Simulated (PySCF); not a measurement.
Ga(OH)2(PH2) (GaH4O2P), SMILES [OH][Ga]([OH])[PH2].

The structure is a stationary point at ωB97X-D3(BJ)/def2-SVP. The structure was generated by enumeration; whether it is a known compound was not checked. Other conformers were not sampled.

The numbers are results of ωB97X-D3(BJ)/def2-SVP (PySCF 2.14.0), not measurements.

Frequencies are harmonic and unscaled.

**Question.** List the normal modes with their intensities. (An estimate is asked for; the answer gives what the named calculation found.)

**Answer.** 
```
mode  ν (cm⁻¹)  IR (km/mol)  Raman (Å⁴/amu)  depolarisation  moving atoms (share of kinetic energy)
----  --------  -----------  --------------  --------------  --------------------------------------
1           94          5.9             0.5            0.75                                  H 92 %
2          117          0.1             0.7            0.75          O 45 %, P 25 %, Ga 20 %, H 9 %
3          162          5.0             0.2            0.27                 Ga 43 %, O 37 %, H 12 %
4          193         40.1             2.1            0.74                  O 70 %, H 15 %, Ga 9 %
5          246          0.0             0.5            0.75                                  H 95 %
6          344        258.6             1.4            0.75                          H 84 %, O 15 %
7          382         10.3            14.6            0.15                         P 62 %, Ga 25 %
8          616          2.7             2.3            0.14                          H 87 %, P 10 %
9          673         77.8             2.4            0.75                                  H 93 %
10         697         76.6             9.9            0.09                         O 86 %, Ga 11 %
11         730        228.6             0.7            0.75                 O 44 %, H 40 %, Ga 16 %
12         733          3.4            10.2            0.75                 H 57 %, O 32 %, Ga 11 %
13         800         10.8             0.5            0.67                           H 87 %, O 9 %
14        1111         18.9            29.5            0.75                                  H 97 %
15        2452         28.2           167.0            0.11                                  H 97 %
16        2464         42.1           118.0            0.75                                  H 97 %
17        3924         11.9            36.9            0.75                                  H 94 %
18        3927        104.0           290.7            0.25                                  H 94 %
```
